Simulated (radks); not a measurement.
Values are calculated unless marked as measured or tabulated.
Q: All-electron atom: Sr26+ in [Ne] 3s2. Level of theory: scalar-relativistic Kohn-Sham, PBE, spin-polarised, spherical densities, finite nucleus; Fermi nuclear charge, rms radius 4.224 fm (a radial shooting solver on a logarithmic mesh with Libxc functionals). Some entries of the table are withheld. Estimate them.

orbital  occ.  eigenvalue (eV)  r(max) (bohr)  <r^2> (bohr^2)
1s          2              (1)        0.02553        0.002065
2s          2        -3370.510            (2)             (3)
2p          6        -3143.192         0.1149             (4)
3s          2        -1309.462            (5)             (6)

A: 
(1) 1s eigenvalue (eV): -17214.89
(2) 2s r(max) (bohr): 0.1440
(3) 2s <r^2> (bohr^2): 0.03380
(4) 2p <r^2> (bohr^2): 0.02644
(5) 3s r(max) (bohr): 0.3939
(6) 3s <r^2> (bohr^2): 0.1975
